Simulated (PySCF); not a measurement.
**TDDFT excited states: C5H9FSi2**

C₅H₉FSi₂.
Z-matrix (Å and degrees, GFN2-xTB geometry), rows numbered from 1:
```
C 
C   1  1.3248
Si  2  1.8847  1  124.32
Si  3  2.3452  2  120.47  1    63.92
C   4  1.9028  3   73.17  2  -108.41
F   5  1.3598  4  128.25  3   179.78
C   5  1.3403  4  108.26  3    -0.24
C   7  1.4877  3  130.48  2   -62.40
H   1  1.0785  2  121.44  3     1.39
H   1  1.0798  2  122.77  3  -178.89
H   2  1.0834  1  118.41  3   178.43
H   3  1.4734  2  107.18  1  -147.89
H   4  1.4662  3  122.30  2   144.79
H   4  1.4668  3  123.12  2    -1.29
H   8  1.0899  7  110.10  3    51.25
H   8  1.0905  7  109.93  3   -67.06
H   8  1.0894  7  111.31  3   172.48
```

Level of theory: TDDFT wB97X-D/def2-SVPD, vertical, gas phase, core orbitals frozen in the response (PySCF).

What does the calculation give for the low-lying excited states?

```tsv
state	E (eV)	λ (nm)	f	|μ| (D)	main configurations (H = HOMO, L = LUMO)
S1	6.01	206.4	0.029	1.12	H-1→L (68%), H→L (12%)
S2	6.10	203.2	0.142	2.47	H→L (77%), H-1→L (11%)
S3	6.28	197.5	0.0067	0.53	H-1→L+1 (56%), H→L+1 (30%)
S4	6.59	188.2	0.093	1.93	H→L+2 (25%), H-1→L+2 (21%), H→L+1 (17%)
S5	6.62	187.2	0.031	1.11	H-2→L (27%), H-1→L+2 (27%), H-4→L (12%)
S6	6.75	183.7	0.052	1.42	H→L+2 (43%), H→L+3 (12%), H-2→L (11%)
S7	6.93	178.9	0.038	1.20	H-1→L+3 (36%), H→L+3 (11%), H→L+4 (9%)
S8	6.97	178.0	0.225	2.92	H-1→L+2 (24%), H→L+1 (18%), H-4→L (12%)
```

Triplets (Tamm–Dancoff): T1 4.26 eV, H-1→L (32%), H-3→L (25%), H→L (24%); T2 4.48 eV, H→L+1 (53%), H-1→L+1 (34%); T3 5.59 eV, H-1→L (35%), H-3→L (25%), H-2→L (11%).

The lowest singlet comes at 206 nm (580 kJ/mol) in the ultraviolet; it is weak; its leading configuration is HOMO-1→LUMO (68%). The strongest level in the table is S8 at 6.97 eV (178 nm, f = 0.225). It is the last of those listed, so stronger ones may follow. Löwdin shares by element: HOMO (one of a set within 0.03 eV) carbon 39% or more, silicon 22% (atoms not listed hold the other 38%); LUMO carbon 50% or more, silicon 28% (atoms not listed hold the other 21%). The listed states span 0.96 eV, and the widest gap between neighbours is 0.31 eV (S3 to S4). Orbital energies (eV): HOMO-3 -10.60, HOMO-2 -10.49, HOMO-1 -9.26, HOMO -9.24, LUMO 0.84, LUMO+1 1.65, LUMO+2 1.70. The oscillator strengths of these states sum to 0.616; summed over the whole spectrum of an exact calculation they would give the number of electrons, 76 (Thomas–Reiche–Kuhn). Singlets were solved by full linear response, triplets in the Tamm–Dancoff approximation.

One conformer stands for the species.
